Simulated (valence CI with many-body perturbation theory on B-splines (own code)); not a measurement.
# I²⁺ in brief

Calculated by relativistic CI+MBPT: five valence electrons over a frozen Dirac-Fock core [Kr] 4d10, radial functions for each j: 9 s, 9 p, 8 d, 6 f, 3 g, 1 h, with the one-electron correlation potential Σ1, the two-electron term Σ2, the three-electron term Σ3, Breit, model QED; selected CI, second order for the rest, scaled by the run's own slope (own B-spline code, finite nucleus).

No measured levels were compared; by estimate levels hold to about 250 cm⁻¹ or 0.2 % of their energy and the worst to 1 %, as in measured heavy ions of charge 2 to 7. Among the levels kept, up to 2000 cm⁻¹ of a level comes from second order outside the variational space, and about a tenth of that is noise between levels of different J, which matters for small intervals.

Rates and lifetimes use the calculated energies. Strong lines usually hold to 10 to 20 %, long lifetimes can be off by a factor of two.

(1) What is the ground level?

(2) Where does the other parity begin?

(3) How well does LS coupling describe the low levels?

(4) What is the ionisation energy?

(5) Name the longest-lived excited levels whose lifetime is computed, and their main decay.

(6) What are the static dipole polarisabilities of the lowest levels?

(7) Among levels below 138340 cm⁻¹, which E1 lines absorb most strongly from the ground level?

Results:

(1) 5s2 5p3 4S°_3/2, composition 86 % 5s2 5p3 4S° + 8 % 5s2 5p3 2P° + 2 % 5s2 5p3 2D°, g = 1.917.

(2) At 5s 5p4 4P_5/2, 85219 cm⁻¹.

(3) Among the lowest 20 levels the leading LS term, summed over configurations, holds 79 % on average. For single configurations the figures are 69 % in LS and 59 % in jj coupling. Terms mix most in the J = 7/2 level at 118496 cm⁻¹, where the leading one holds 51 %.

(4) 29.508 eV; NIST lists 29.57 ± 0.025 eV (measured).

(5) 5s2 5p3 2D°_5/2 at 14902 cm⁻¹ lives 890 ms, mostly by M1 to 5s2 5p3 4S°_3/2; 5s2 5p3 2D°_3/2 at 11732 cm⁻¹ lives 115 ms, mostly by M1 to 5s2 5p3 4S°_3/2; 5s2 5p2 5d 2G_9/2 at 133272 cm⁻¹ lives 40.2 ms, mostly by M1 to 5s2 5p2 5d 4F_9/2. The lifetime of 5s2 5p2 5d 4F_9/2 is too uncertain to give, and may be longer.

(6) 5s2 5p3 4S°_3/2 13.4 (tensor -0.048); 5s2 5p3 2D°_3/2 13.7; 5s2 5p3 2D°_5/2 13.8; 5s2 5p3 2P°_1/2 14.1 bohr³, of which the core gives 1.03.

(7) to 5s2 5p2 5d 4P_5/2 at 76.38 nm, f = 1.41; to 5s2 5p2 5d 4P_3/2 at 75.24 nm, f = 1.02; to 5s2 5p2 5d 4P_1/2 at 74.67 nm, f = 0.545.
